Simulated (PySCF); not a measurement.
**Radial density of Sn (tin, neutral)**

BLYP, [Kr] 4d10 5s2 5p1 6s1, high-spin 3P determinant (an excited configuration). Calculation: PySCF 2.14, in aug-cc-pVDZ-PP with ECP28MDF; scalar relativity through the core potential. This is the valence pseudo-density: the core potential removes the inner electrons and smooths the orbitals near the nucleus.

| r (bohr) | 4πr²ρ (e/bohr) | 4πr²(ρα − ρβ) |
| --- | --- | --- |
| 0.00821 | 2.293e-05 | 0.0000 |
| 0.0138 | 6.122e-05 | 0.0000 |
| 0.0232 | 0.0001483 | 0.0000 |
| 0.0391 | 0.0002919 | 0.0000 |
| 0.0657 | 0.0005846 | 0.0000 |
| 0.111 | 0.003931 | 0.0000 |
| 0.186 | 0.05203 | 0.0002 |
| 0.313 | 0.9299 | 0.0044 |
| 0.526 | 11.33 | 0.0569 |
| 0.885 | 21.87 | 0.0209 |
| 1.49 | 6.528 | 0.1591 |
| 2.50 | 1.660 | 0.4310 |
| 4.21 | 0.3476 | 0.2568 |
| 7.08 | 0.1944 | 0.1935 |
| 11.9 | 0.004116 | 0.0041 |

Energies and moments cover only the electrons outside the core potential. The outer electron is Rydberg-like, and this basis confines it to a smaller radius and binds it less than a complete one would.
